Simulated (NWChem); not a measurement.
System: CH3Cl3Si; SMILES [Si](Cl)(Cl)(C)Cl

All runs: NWChem. Pople sets run with spherical d functions. STO-3G and 3-21G are far too small for this property and stand as cheap habits. Structure relaxed at the PBE0/def2-SVP level. Vertical excitations in the gas phase; the lowest state need not have the same character in each row.

Problem. Taking PBE/6-31+G*, TDA as the yardstick, which of these has the fewest basis functions while keeping “lowest excitation, singlet (eV)” within 0.05 eV of it: PBE/3-21G, TDA; PBE/def2-SVP, TDA; PBE/6-31G*, TDA?

Solution. none of them.
```json
[
 {"level": "PBE/3-21G, TDA", "basis functions": "67", "lowest excitation, singlet (eV)": "6.72", "relative time (rough)": "1"},
 {"level": "PBE/6-31G*, TDA", "basis functions": "92", "lowest excitation, singlet (eV)": "6.99", "relative time (rough)": "3"},
 {"level": "PBE/def2-SVP, TDA", "basis functions": "101", "lowest excitation, singlet (eV)": "7.23", "relative time (rough)": "3"},
 {"level": "PBE/6-31+G*, TDA", "basis functions": "112", "lowest excitation, singlet (eV)": "6.65", "relative time (rough)": "7"}
]
```

The yardstick is one finite set, not the basis-set limit.
